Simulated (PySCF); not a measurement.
## From computed data to an observable: chemical shift, span and skew from a shielding tensor

Si(F)(Br)(Me)(NH2) (CH5BrFNSi), SMILES [Si](F)(C)(Br)N. Atoms are numbered in the order given.

```xyz
10

C      1.9522     0.7441     0.9313
Si     0.2962    -0.0898     0.7657
N     -0.8680     0.5720     1.8434
F      0.5354    -1.7045     0.9731
Br    -0.5429     0.1246    -1.2977
H      1.8723     1.8223     0.6929
H      2.6870     0.2808     0.2443
H      2.3377     0.6381     1.9666
H     -0.6391     0.6640     2.8365
H     -1.8598     0.3638     1.7080
```

The structure is a stationary point at PBE-D3(BJ)/def2-SVP. This is a generated structure with no PubChem entry under its InChIKey; it may be hypothetical. The values are those of a single conformer.

GIAO shieldings from PBE0/pcSseg-1 in PySCF, non-relativistic, no solvent. The symmetric part of the tensor of F4 has the principal values 221.0, 269.1, 335.9 ppm. The same nucleus in CFCl3 has σ = 167.2 ppm at this level (PySCF, at its B3LYP-D3(BJ)/def2-TZVP geometry). Without spin–orbit terms, shifts of atoms bonded to Cl or Br come out too high.

**Question.** Work out the isotropic shielding, the ¹⁹F shift against CFCl3, the span and the skew.

**Answer.** 
σ(iso) = (σ11 + σ22 + σ33)/3 = 275.3 ppm. δ = σ(ref) − σ(iso) = 167.2 − (275.3) = -108.1 ppm.
Span Ω = σ33 − σ11 = 114.9 ppm. Skew κ = 3(σ(iso) − σ22)/Ω = 0.16. Tumbling in solution averages the tensor to δ; in a static solid the shielding alone would spread this spin-1/2 line over Ω.
